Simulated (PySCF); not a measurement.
GeF₂ClBr, SMILES [F][Ge]([F])([Cl])[Br].

Geometry optimised at TPSSh-D3(BJ)/def2-SVP.

These are TDDFT-PBE/def2-SVPD run with PySCF values and carry that method's errors.

Vertical excitations. Isolated molecule, no solvent. State labels are in the subgroup Cs.

Computed excitation energies, oscillator strengths and character:
```
state  symmetry  energy (eV)  λ (nm)      f                            main pairs
-----  --------  -----------  ------  -----  ------------------------------------
S1           A'         4.94     251  0.011                        HOMO→LUMO 99 %
S2           A"         5.00     248  0.003                     HOMO−1→LUMO 100 %
S3           A"         5.57     223  0.007                      HOMO−2→LUMO 99 %
S4           A'         5.68     218  0.015                      HOMO−3→LUMO 98 %
S5           A'         6.80     182  0.130                      HOMO−4→LUMO 86 %
S6           A"         6.86     181  0.008                      HOMO−5→LUMO 99 %
S7           A"         7.02     177  0.000                     HOMO−6→LUMO 100 %
S8           A'         7.21     172  0.029                      HOMO−7→LUMO 93 %
S9           A"         7.53     165  0.000                      HOMO→LUMO+1 99 %
S10          A'         7.70     161  0.004  HOMO−1→LUMO+1 53 %, HOMO→LUMO+2 45 %
T1           A'         4.53     274      0                       HOMO→LUMO 100 %
T2           A"         4.62     269      0                     HOMO−1→LUMO 100 %
T3           A"         5.21     238      0                     HOMO−2→LUMO 100 %
T4           A'         5.28     235      0                      HOMO−3→LUMO 99 %
```
Triplets are in the Tamm–Dancoff approximation, which puts them higher than full response would, so one can lie above its singlet here.
